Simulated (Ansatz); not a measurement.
HClGeS, SMILES `[SH][Ge][Cl]` (excited triplet; H–S–Ge–Cl torsion 92°) (charge 0, multiplicity 3). This triplet is an excited state, 2.28 eV above the relaxed singlet at the level frozen-core CCSD(T)/cc-pVTZ // B3LYP-D3(BJ)/def2-TZVP (Ansatz, a quantum-chemistry and plane-wave program).

Method: Ansatz with PBE0/cc-pVTZ // B3LYP-D3(BJ)/def2-TZVP.

Ansatz 0.2 input:
```yaml
crystal:
  periodic: [false, false, false]
  atoms:
    - { symbol: S, position_ang: [-1.368119, -0.371923, 0.362717] }
    - { symbol: Ge, position_ang: [0.521132, 0.847416, 0.397255] }
    - { symbol: Cl, position_ang: [2.460925, -0.16477, 0.203141] }
    - { symbol: H, position_ang: [-1.613937, -0.310722, -0.963115] }
basis:
  gaussian: { orbitals: cc-pVTZ }
hamiltonian:
  xc: pbe0
magnetization:
  spin_polarized: true
  initial_magnetization: 2
```

Output:

```
Functional definition: PBE0
762 factors; integrals over basis functions are off by at most 1.2e-3 eV
mean field evaluation 1: about -79878.5962 eV, gradient 1.2e1 eV
mean field evaluation 2: about -79878.2811 eV, gradient 1.5e1 eV
mean field evaluation 4: about -79879.3735 eV, gradient 7.8e-1 eV
mean field evaluation 8: about -79879.4110 eV, gradient 5.5e-2 eV
mean field evaluation 16: about -79879.4110 eV, gradient 5.3e-4 eV
mean field -79879.41104746 eV, -2935.5142117847 hartree, gradient 6.0e-5 eV, S^2 2.007197; 0 other end points of the search recorded, 0 dependent functions left out
reference -79879.41107388 eV, -2935.5142127557 hartree; 34, 32 occupied and 91, 93 virtual orbitals, 762 factors
Total energy: -79879.41107388 eV, -2935.5142127557 hartree
```
